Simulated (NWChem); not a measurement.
## Extrapolating the UMP2 correlation energy of H3P2

```
P
H 1 1.4263
H 1 1.4296 2 95.25
P 1 2.1911 2 96.73 3 100.20
H 4 1.4335 1 91.80 2 -158.60
```
Charge 0, spin multiplicity 2.

Program: NWChem. The geometry was optimised at UPBE0/def2-SVP, a minimum by its harmonic frequencies. It is one conformer; others weren't searched.

The correlated methods keep 10 core orbitals frozen. The structure started from a generated list of species. The stability of the SCF solutions was not checked. Open-shell Hartree-Fock references start from PBE0 orbitals; any time given for them includes that run.

Worked example. The UMP2 correlation energy is -224.70 mHa in cc-pVDZ and -287.45 mHa in cc-pVTZ. The form E(X) = E∞ + A/X³ turns the pair into an estimate of the basis-set limit.

E∞ = (3³·(-287.45) − 2³·(-224.70))/(3³ − 2³) = -313.9 mHa. The larger basis holds 92 % of that, at about 3 times the processor time of the smaller one. This is a two-point estimate, and a rough one from so small a pair.
